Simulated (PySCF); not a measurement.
## Assigning NMR signals

Molfile (atoms numbered from 1):
```
C5H6N2OSi
     RDKit          3D

 15 14  0  0  0  0  0  0  0  0999 V2000
   -2.7095    0.0647   -0.8164 C   0  0  0  0  0  0  0  0  0  0  0  0
   -1.7133   -0.5518   -0.2119 C   0  0  0  0  0  0  0  0  0  0  0  0
   -0.3911    0.1028    0.1017 C   0  0  1  0  0  0  0  0  0  0  0  0
   -0.3893    0.4567    1.5140 C   0  0  0  0  0  0  0  0  0  0  0  0
   -0.3813    0.7076    2.6285 N   0  0  0  0  0  0  0  0  0  0  0  0
    0.6553   -0.7861   -0.1901 O   0  0  0  0  0  0  0  0  0  0  0  0
    2.2613   -0.5715   -0.2269 Si  0  0  0  0  0  4  0  0  0  0  0  0
    2.6571    0.8049   -1.4392 C   0  0  0  0  0  0  0  0  0  0  0  0
    2.8587    1.6576   -2.1772 N   0  0  0  0  0  0  0  0  0  0  0  0
   -3.6422   -0.4343   -1.0122 H   0  0  0  0  0  0  0  0  0  0  0  0
   -2.6375    1.0921   -1.1338 H   0  0  0  0  0  0  0  0  0  0  0  0
   -1.7807   -1.5820    0.1066 H   0  0  0  0  0  0  0  0  0  0  0  0
   -0.2748    1.0332   -0.4766 H   0  0  0  0  0  0  0  0  0  0  0  0
    2.8228   -0.1277    1.0469 H   0  0  0  0  0  0  0  0  0  0  0  0
    2.6601   -1.8581   -0.7652 H   0  0  0  0  0  0  0  0  0  0  0  0
  1  2  2  0
  2  3  1  0
  3  4  1  0
  4  5  3  0
  3  6  1  0
  6  7  1  0
  7  8  1  0
  8  9  3  0
  1 10  1  0
  1 11  1  0
  2 12  1  0
  3 13  1  6
  7 14  1  0
  7 15  1  0
M  END
```

[PySCF: GFN2-xTB geometry; GIAO PBE0/pcSseg-1 shieldings; no solvent model; one conformer; no relativistic terms]

δ = σ(ref) − σ, references computed at the same level: TMS for 13C (σ = 186.93 ppm) and 1H (σ = 31.72 ppm).

(1) Assign these signals to the numbered atoms. 13C{1H} NMR (computed): δ 143.2 (CH), 128.0 (CH2), 123.5 (C), 120.8 (C), 65.8 (CH).

(2) Assign these signals to the numbered atoms. 1H NMR (300 MHz, computed): δ 6.31 (m, 1H), 5.79 (m, 1H), 5.79 (m, 1H), 5.23 (d, 1H), 4.92 (d, 1H), 4.90 (d, 1H).

## Answers

(1) 
```tsv
δ (ppm)	atoms	environment	reason
143.2	C2	alkene CH	an sp2 carbon of a C=C bond
128.0	C1	terminal =CH2 carbon	as expected for a trigonal carbon in a double bond
123.5	C8	nitrile carbon	this is the usual window of a C≡N carbon, which has no attached hydrogen
120.8	C4	nitrile carbon	–
65.8	C3	allylic sp3 CH bonded to O	deshielded by the electronegative neighbour
```

(2) 
| δ (ppm) | atoms | environment | reason |
| --- | --- | --- | --- |
| 6.31 | H12 | hydrogen on an alkene CH | a vinylic proton, deshielded by the sp2 carbon and the C=C anisotropy |
| 5.79 | H10 | hydrogen on a terminal =CH2 carbon | olefinic region |
| 5.79 | H11 | hydrogen on a terminal =CH2 carbon | – |
| 5.23 | H14 | hydrogen on a silicon bonded to C, O | – |
| 4.92 | H15 | hydrogen on a silicon bonded to C, O | – |
| 4.90 | H13 | hydrogen on an allylic sp3 CH bonded to O | its carbon carries O, which withdraws density |

H10 and H11; H15 and H13 lie closer than the usual error of such a calculation, so a measured spectrum could show them in the other order.

Shifts are as computed. Against solution values, carbons near 30 ppm lie about +3 ppm off and those near 130 ppm about +5 ppm. Of 1211 compounds with measured shifts, 218 miss one by over three times the rms of a fit or turn the order of signals round; such compounds aren't used in these exercises. Multiplicities follow the n + 1 count of equivalent neighbours, as no J values were calculated; m marks all less simple cases, F and P coupling included.
